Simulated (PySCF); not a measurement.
F5HOW, SMILES [OH][W]([F])([F])([F])([F])[F], multiplicity 1. Atoms are numbered in the order given.

```xyz
8

W      0.0045    -0.0097     0.0021
F     -0.7848     1.6333    -0.3582
F      1.4141     0.9177     0.7876
F      0.8498     0.1138    -1.6516
F     -0.8991    -0.0070     1.6292
F     -1.4652    -0.8120    -0.8109
O      0.7814    -1.6340     0.3564
H      1.1835    -2.4894     0.5392
```

The structure is a stationary point at B3LYP-D3(BJ)/def2-SVP. The spin state was assumed, not searched. The isomer is the one that the SMILES or the coordinates give; other isomers of the formula were not compared. The def2 effective core potentials stand for the cores of W; spin–orbit coupling is left out. The values are those of a single conformer.

Level of theory: B3LYP-D3(BJ)/def2-SVP in PySCF.

Frequencies are harmonic and unscaled.

Computed harmonic wavenumbers and intensities:
```csv
mode,ν (cm⁻¹),IR (km/mol),moving atoms (share of kinetic energy)
1,87,28.9,"F 45 %, H 38 %, O 15 %"
2,87,28.9,"F 45 %, H 38 %, O 15 %"
3,165,0.0,F 100 %
4,191,0.4,"F 68 %, H 19 %, W 13 %"
5,192,0.4,"F 68 %, H 19 %, W 13 %"
6,265,36.0,"F 76 %, W 21 %"
7,302,0.0,F 100 %
8,315,23.2,F 86 %
9,316,23.2,F 86 %
10,400,105.5,"O 54 %, H 31 %, F 11 %"
11,400,105.5,"O 54 %, H 31 %, F 11 %"
12,673,0.0,F 100 %
13,685,38.5,F 95 %
14,711,285.5,"F 82 %, W 17 %"
15,711,285.5,"F 82 %, W 17 %"
16,737,144.2,"F 87 %, W 8 %"
17,811,102.9,"O 80 %, F 9 %"
18,3917,552.5,H 94 %
```
